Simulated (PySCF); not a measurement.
## How methods differ on the ionisation energy of Xe+

Xe+ [Kr] 4d10 5s2 5p5 [5p1/2^2 5p3/2^3, M_J = 3/2] → Xe(2+) [Kr] 4d10 5s2 5p4 [5p1/2^2 5p3/2^2, M_J = 2], as a difference of total energies. All numbers are calculated (PySCF 2.14, the two-component X2C-1e Hamiltonian, in x2c-SVPall-2c (6s8p4d, 50 functions)). Correlated levels: [Ar] 3d10 frozen; the 6 highest virtual spinors dropped. "Screened" scales the spin-orbit matrix elements by Boettger's factors to mimic the two-electron term; Breit and QED terms are absent.

| method | ionisation energy (eV) | difference from reference (eV) |
| --- | --- | --- |
| GHF (spin-free) | 20.233 | -0.742 |
| GMP2 (spin-free) | 20.770 | -0.205 |
| GHF (screened spin-orbit) | 19.975 | -1.000 |
| GMP2 (screened spin-orbit) | 20.527 | -0.448 |

Reference: 20.975 eV (semi-empirical (NIST evaluation); NIST Atomic Spectra Database, ionization energies).

The spin-free rows relax to the high-spin LS determinant and lack the spin-orbit shift.

Errors of the correlated levels include the incompleteness of this basis and the frozen core.

The labels give the starting determinants; with spin-orbit coupling the two ends relaxed to ⟨J²⟩ = 3.76, ⟨L²⟩ = 2.03, ⟨S²⟩ = 0.78 and ⟨J²⟩ = 6.01, ⟨L²⟩ = 2.44, ⟨S²⟩ = 1.82.
